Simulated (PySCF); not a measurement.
PySCF input:

```python
from pyscf import gto, scf, dft

mol = gto.M(
    atom='''
    O    -2.29498845   -0.38450251    0.52044252
    C    -1.11923642   -0.13436138    0.22358043
    C     0.06915368    0.01046777   -0.01504621
    C     1.34764172    0.17449399   -0.27643776
    O     2.44560772    0.31497140   -0.50070003
    H    -2.99030809    0.25264660    0.24948128
    ''',
    basis='def2-tzvpd',
    charge=1,
    spin=0,
    verbose=4,
)

mf = scf.RHF(mol).density_fit(auxbasis='def2-universal-jkfit')
mf.conv_tol = 1e-9
mf.max_cycle = 100
mf.max_memory = 1500
mf.kernel()
if not mf.converged:
    mf = mf.newton()
    mf.kernel(mf.make_rdm1())
mf.analyze()
```

Task: Which total energy does the run end on?

Result: -263.64779 Eh (HF/def2-TZVPD).

It need not be the lowest isomer of its formula.
